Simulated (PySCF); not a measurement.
# Distorted geometries of [Ce(NH2)4]−

[Ce(NH2)4]− (singlet in the valence; each metal's 4f electrons, 1 of them, lie in its core potential, out of spins and levels). PySCF 2.14.0, RKS PBE0, Ce lcecp-1-SVP with ECP47, N def2-SVP, H def2-SVP; non-relativistic Hamiltonian with scalar-relativistic core potentials where named; density fitting; no spin-orbit coupling. Relaxed geometry:

```xyz
13

Ce   -0.0001    0.0000    0.0000
N     1.4162    1.2942    1.3919
H     1.3923    1.4758    2.3963
H     2.2780    1.7361    1.0628
N    -1.4164   -1.3919    1.2941
H    -2.2784   -1.0629    1.7358
H    -1.3917   -2.3965    1.4763
N     1.4162   -1.2942   -1.3919
H     2.2780   -1.7361   -1.0628
H     1.3923   -1.4758   -2.3963
N    -1.4164    1.3919   -1.2941
H    -1.3917    2.3965   -1.4763
H    -2.2784    1.0629   -1.7358
```

Order these distorted geometries by energy above the relaxed one, lowest first.
A.
```xyz
13

Ce   -0.0876   -0.0670    0.0402
N     1.3603    1.3263    1.2894
H     1.3540    1.3408    2.3757
H     2.2386    1.7644    0.9540
N    -1.4504   -1.3921    1.3606
H    -2.2880   -1.0404    1.7716
H    -1.3168   -2.3658    1.4032
N     1.5039   -1.2474   -1.3240
H     2.1546   -1.7912   -1.0931
H     1.5297   -1.4290   -2.3846
N    -1.3674    1.4954   -1.2304
H    -1.3042    2.3796   -1.4867
H    -2.3267    1.0265   -1.6760
```
B.
```xyz
13

Ce    0.0603   -0.0380   -0.0658
N     1.2230    1.2480    1.4032
H     1.3560    1.3613    2.3913
H     2.2300    1.8262    0.8850
N    -1.4336   -1.3499    1.4616
H    -2.2754   -0.9953    1.7651
H    -1.3767   -2.3233    1.4609
N     1.4910   -1.2749   -1.3712
H     2.4297   -1.7242   -0.9867
H     1.4438   -1.5075   -2.4409
N    -1.4778    1.3936   -1.3728
H    -1.4263    2.2767   -1.3586
H    -2.2442    1.1072   -1.7712
```
C.
```xyz
13

Ce    0.0238    0.0107    0.0146
N     1.4875    1.2718    1.4037
H     1.3795    1.4669    2.4173
H     2.3196    1.7726    1.0415
N    -1.4205   -1.4346    1.2870
H    -2.2784   -1.0654    1.7504
H    -1.4107   -2.4257    1.4486
N     1.4317   -1.2940   -1.3524
H     2.2445   -1.7238   -1.0627
H     1.3836   -1.4689   -2.4452
N    -1.4685    1.4086   -1.3122
H    -1.4089    2.3594   -1.4558
H    -2.2829    1.1223   -1.7348
```

C (0.47 eV), A (1.63 eV), B (2.37 eV).

Which forces (eV/Å) act in the one that lies 0.47 eV up?


```
Ce  -0.60  0.05 -0.10
N    0.00  0.18  0.18
H    0.37  0.03 -0.75
H   -0.47 -0.24  0.53
N   -0.34  1.36  0.02
H    0.67 -0.40 -0.35
H   -0.08 -0.71  0.16
N   -2.71  0.95 -3.74
H    2.62 -1.39  0.85
H    0.14  0.44  2.87
N    2.84 -2.22  2.12
H    0.24  2.99 -0.43
H   -2.68 -1.04 -1.36
```
Forces carry noise of the integration grid, about 0.01 to 0.03 eV/Å.

An lcecp potential fixes the number of 4f electrons, so in runs with it no electron can move into or out of that shell.
